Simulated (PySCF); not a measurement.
Electron correlation in As⁺ (arsenic, charge +1)

[Ar] 3d10 4s2 4p2, high-spin 3P determinant. Computed with PySCF 2.14 in aug-cc-pVDZ-PP with ECP10MDF (5s4p3d, 32 functions), with a scalar-relativistic core potential. Frozen: 3s2 3p6 3d10; 4 electrons correlated.

MP2 pair energies summed by pair of shells (mhartree):

| pair | energy | share (%) |
| --- | --- | --- |
| 4s-4p | -25.76 | 60.0 |
| 4s-4s | -12.85 | 29.9 |
| 4p-4p | -4.34 | 10.1 |

Total MP2 correlation energy: -42.96 mhartree.

Same-spin part -7.18 and opposite-spin part -35.78 mhartree; SCS-MP2 scales them by 1/3 and 6/5 to -45.33 mhartree.

| level | correlation energy (mhartree) |
| --- | --- |
| CCSD | -59.43 |
| (T) | -0.72 |
| CCSD(T) | -60.15 |

Diagnostics: T1 = 0.0070, D1 = 0.0193, largest double amplitude 0.093.

**Question.** Is a single reference adequate?

**Answer.** Mostly. T1 lies below 0.03, but a double amplitude of this size points to a near-degeneracy that CCSD handles and MP2 describes poorly.
